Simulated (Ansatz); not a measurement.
Reaction (formal exchange of groups at the Nb–N bond): `[CH3][Nb]([NH2])(=[O])[F]` + `N=C(CF)CF` → `[CH3][Nb](=[O])([F])[F]` + `N=C(CN)CF`

Calculated with Ansatz (gas phase, PBE0-D4/def2-TZVP geometries, no zero-point term in ΔE). CCSD(T)/CBS is the MP2 limit (def2-TZVPP, def2-QZVPP) plus CCSD(T) − MP2 in def2-TZVPP, frozen cores. DFT in def2-TZVPP. B3LYP here is the variant with VWN-RPA as its local correlation; programs differ in this. Elements past krypton have def2 core potentials. For Nb outer-core shells are correlated without core-valence functions, which leaves a few kJ/mol of doubt a bond. Each species was taken in one conformer, which may not be the lowest.

**Question.** Is it downhill or uphill in electronic energy at CCSD(T)/CBS, and by how much? (Best estimate.)

**Answer.** Ansatz gave: Downhill: ΔE = -87.6 kJ/mol.

**Question.** What do these levels give: r2SCAN-D4, PBE0-D4, ωB97X-V, ωB97M-V, PBE, r2SCAN, B3LYP, HF/def2-TZVPP, MP2/def2-TZVPP, SCS-MP2/def2-TZVPP, HF/def2-QZVPP, HF/CBS(def2)? (Best estimate.)

**Answer.** Computed: r2SCAN-D4 -91.8, PBE0-D4 -91.6, ωB97X-V -93.9, ωB97M-V -91.5, PBE -91.8, r2SCAN -91.8, B3LYP -87.8, HF/def2-TZVPP -86.6, MP2/def2-TZVPP -91.0, SCS-MP2/def2-TZVPP -89.3, HF/def2-QZVPP -87.4, HF/CBS(def2) -87.5 kJ/mol.

Largest T1 diagnostic among the species: 0.022, so the coupled-cluster value is less sure than usual.
